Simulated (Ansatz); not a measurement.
Isolated molecules relaxed with PBE0-D4/def2-TZVP in Ansatz; ΔE leaves out vibrations. CCSD(T)/CBS adds triple-zeta CCSD(T) − MP2 to the extrapolated MP2 energy (def2 sets, frozen cores). Functionals use def2-TZVPP. For Se outer-core shells are correlated without core-valence functions, which leaves a few kJ/mol of doubt a bond. Scalar relativity is left out up to krypton. One conformer a species, not always the lowest.

Reaction (cleavage of the Si–Si bond): `C[SiH2][SiH](O)O` + `C[SeH]` → `C[SiH2][Se]C` + `O[SiH2]O`

CCSD(T)/CBS gives -80.4 kJ/mol.

Question: Another level gave -76.4 kJ/mol. Which?
A. CCSD/def2-TZVPP
B. MP2/def2-TZVPP
C. PBE/def2-TZVPP
D. PBE0-D4/def2-TZVPP

Answer: A. CCSD/def2-TZVPP -76.4, MP2/def2-TZVPP -88.0, PBE -63.7, PBE0-D4 -69.8 kJ/mol.

Largest T1 diagnostic among the species: 0.012.

From PBE to PBE0 (25 % exact exchange), in def2-TZVPP and without D4, ΔE moves by −5.6 kJ/mol.

CCSD(T)/CBS has its own doubt, a few kJ/mol and more with outer-core shells, so smaller differences from it don't rank the levels.
